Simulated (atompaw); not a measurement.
# Logarithmic derivatives: Zn, PAW (atompaw)

Zn (Z = 30), PAW, made with atompaw 4.2.0.5 (PBE, scalar-relativistic). Core [Ne], reference 3s2 3p6 3d10 4s2 4p0. Waves: 3s (bound): rc 0.80 bohr; 4s (bound): rc 1.60 bohr; 3p (bound): rc 0.85 bohr; 4p (bound, empty): rc 1.30 bohr; 3d (bound): rc 1.60 bohr; 3d channel at -0.35 Ry: rc 1.60 bohr. Local part: bessel scheme, radius 1.20 bohr. Core correction: smooth core density matched at 1.25 bohr. Augmentation charge: sinc compensation charge, radius 1.25 bohr; PAW radius 1.60 bohr; waves and projectors: custom rrkj gramschmidtortho.

The phase is arctan(r·u′/u) with u = r·R(r), unwrapped; energies in Ry, scanned from -11 to 5 Ry. A pole is an energy at which the radial function vanishes at the test radius. The pseudo phase is shifted by a multiple of π to meet the all-electron one at the reference energy, and phase errors are pseudo minus all-electron; the curves can meet again beyond the range given. Levels narrower than the energy grid can be missing from the lists of poles.

```
channel  radius (bohr)  reference energy (Ry)  poles, all-electron  poles, pseudo  unbroken range about the reference energy with phases within 0.05 rad  phase error 1 Ry above the reference energy (rad)
      s           1.61                  -0.44                -9.37          -9.37                                                        the whole range                                             -0.006
      p           1.61                  -0.08                -5.90          -5.90                                                        the whole range                                             +0.000
      d           1.61                  -0.75                -0.14          -0.14                                                              below 4.2                                             +0.000
```

Phases in the d channel:

| E (Ry) | all-electron | pseudo |
| --- | --- | --- |
| -11.00 | 1.387 | 1.388 |
| -10.76 | 1.385 | 1.386 |
| -10.52 | 1.383 | 1.384 |
| -10.28 | 1.381 | 1.382 |
| -10.04 | 1.379 | 1.379 |
| -9.80 | 1.376 | 1.377 |
| -9.56 | 1.374 | 1.375 |
| -9.32 | 1.371 | 1.372 |
| -9.08 | 1.369 | 1.370 |
| -8.84 | 1.366 | 1.367 |
| -8.60 | 1.363 | 1.364 |
| -8.36 | 1.361 | 1.361 |
| -8.12 | 1.357 | 1.358 |
| -7.88 | 1.354 | 1.355 |
| -7.64 | 1.351 | 1.352 |
| -7.40 | 1.347 | 1.348 |
| -7.16 | 1.344 | 1.345 |
| -6.92 | 1.340 | 1.341 |
| -6.68 | 1.336 | 1.337 |
| -6.44 | 1.331 | 1.332 |
| -6.20 | 1.327 | 1.327 |
| -5.96 | 1.322 | 1.323 |
| -5.72 | 1.317 | 1.317 |
| -5.48 | 1.311 | 1.312 |
| -5.24 | 1.305 | 1.305 |
| -5.00 | 1.298 | 1.299 |
| -4.76 | 1.291 | 1.291 |
| -4.52 | 1.283 | 1.283 |
| -4.28 | 1.274 | 1.275 |
| -4.04 | 1.264 | 1.265 |
| -3.80 | 1.253 | 1.254 |
| -3.56 | 1.241 | 1.241 |
| -3.32 | 1.226 | 1.226 |
| -3.08 | 1.209 | 1.209 |
| -2.84 | 1.188 | 1.188 |
| -2.60 | 1.162 | 1.163 |
| -2.36 | 1.129 | 1.129 |
| -2.12 | 1.084 | 1.085 |
| -1.88 | 1.019 | 1.020 |
| -1.64 | 0.916 | 0.916 |
| -1.40 | 0.724 | 0.725 |
| -1.16 | 0.302 | 0.302 |
| -0.92 | -0.512 | -0.512 |
| -0.68 | -1.133 | -1.133 |
| -0.44 | -1.408 | -1.408 |
| -0.20 | -1.546 | -1.546 |
| 0.04 | -1.630 | -1.630 |
| 0.28 | -1.688 | -1.688 |
| 0.52 | -1.733 | -1.732 |
| 0.76 | -1.769 | -1.769 |
| 1.00 | -1.802 | -1.801 |
| 1.24 | -1.832 | -1.831 |
| 1.48 | -1.861 | -1.860 |
| 1.72 | -1.889 | -1.888 |
| 1.96 | -1.919 | -1.917 |
| 2.20 | -1.951 | -1.948 |
| 2.44 | -1.986 | -1.982 |
| 2.68 | -2.024 | -2.018 |
| 2.92 | -2.067 | -2.059 |
| 3.16 | -2.117 | -2.106 |
| 3.40 | -2.176 | -2.160 |
| 3.64 | -2.246 | -2.223 |
| 3.88 | -2.331 | -2.299 |
| 4.12 | -2.435 | -2.390 |
| 4.36 | -2.564 | -2.500 |
| 4.60 | -2.723 | -2.633 |
| 4.84 | -2.912 | -2.792 |
